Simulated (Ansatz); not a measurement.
`BOCO` and `OCOB[SiH3]` differ in one atom or group.

Ansatz, PBE0-D4/def2-TZVP geometries, multiplicity 1. Each molecule was computed in one conformer, which needn't be the lowest.

```csv
property,`BOCO`
HOMO energy (PBE/def2-TZVPP) / eV,-7.12
HOMO–LUMO gap (B3LYP/def2-TZVPP) / eV,7.74
zero-point energy (PBE0-D4/def2-TZVP) / kJ/mol,182.3
LUMO energy (ωB97M-V/def2-TZVPP) / eV,1.40
HOMO–LUMO gap (PBE0/def2-TZVPP) / eV,8.20
HOMO–LUMO gap (PBE/def2-TZVPP) / eV,5.66
```

(1) What does the change do to each property? (Best estimate.)

Answers

(1) The calculation gave: 
```csv
property,`OCOB[SiH3]`,shift
HOMO energy (PBE/def2-TZVPP) / eV,-6.38,0.74
HOMO–LUMO gap (B3LYP/def2-TZVPP) / eV,6.11,-1.63
zero-point energy (PBE0-D4/def2-TZVP) / kJ/mol,225.3,43.0
LUMO energy (ωB97M-V/def2-TZVPP) / eV,0.78,-0.62
HOMO–LUMO gap (PBE0/def2-TZVPP) / eV,6.50,-1.70
HOMO–LUMO gap (PBE/def2-TZVPP) / eV,4.27,-1.39
```

With PBE0 the HOMO rises by 1.01 eV and the LUMO falls by 0.69 eV, so the gap narrows by about 1.70 eV. PBE moves the HOMO by 0.74 eV and ωB97M-V by 1.20 eV. The zero-point energy changes by 43.0 kJ/mol with +9 modes.

B3LYP here is the variant with VWN-RPA as its local correlation; programs differ in this.
